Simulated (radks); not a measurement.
Results of a calculation; reference values are marked as such.
The table gives one normalised radial function P(r) = r R(r) of Mo3+ in [Kr] 4d3 (r in bohr). Level of theory: scalar-relativistic Kohn-Sham, LDA (Slater exchange, Perdew-Wang correlation), spin-polarised, spherical densities, finite nucleus; open shells are filled with parallel spins first (spin-orbit coupling, left out, can overturn this in heavy ions); Fermi nuclear charge, rms radius 4.4091 fm (a radial shooting solver on a logarithmic mesh with Libxc functionals).

| r | P |
|---|---|
| 0.0035 | 0.0001 |
| 0.004557 | 0.0002 |
| 0.005981 | 0.0004 |
| 0.007788 | 0.0008 |
| 0.01022 | 0.0017 |
| 0.01331 | 0.0036 |
| 0.01747 | 0.0075 |
| 0.02275 | 0.0152 |
| 0.02986 | 0.0311 |
| 0.03889 | 0.0605 |
| 0.05104 | 0.1162 |
| 0.06646 | 0.2104 |
| 0.08724 | 0.3677 |
| 0.1136 | 0.5933 |
| 0.1491 | 0.8960 |
| 0.1942 | 1.2155 |
| 0.2548 | 1.4794 |
| 0.3318 | 1.5645 |
| 0.4356 | 1.4100 |
| 0.5672 | 1.0619 |
| 0.7444 | 0.6329 |
| 0.9694 | 0.2934 |
| 1.272 | 0.0946 |
| 1.657 | 0.0209 |
| 2.175 | 0.0026 |
| 2.832 | 0.0002 |
| 3.717 | 0.0000 |
| 4.84 | 0.0000 |

Which n and l does it have? It may be an empty orbital.

Answer. n = 3, l = 2: the number of nodes gives n - l - 1 = 0, the rise at small r (about r^(l+1), flatter next to the nucleus through relativity) gives l, and the extent must fit the shell. The curve is that of 3d down; the table hardly tells the two spins apart. 3d down: eigenvalue -253.80 eV, 0 radial nodes, <r> = 0.415 bohr, 90 % of the charge inside 0.664 bohr.
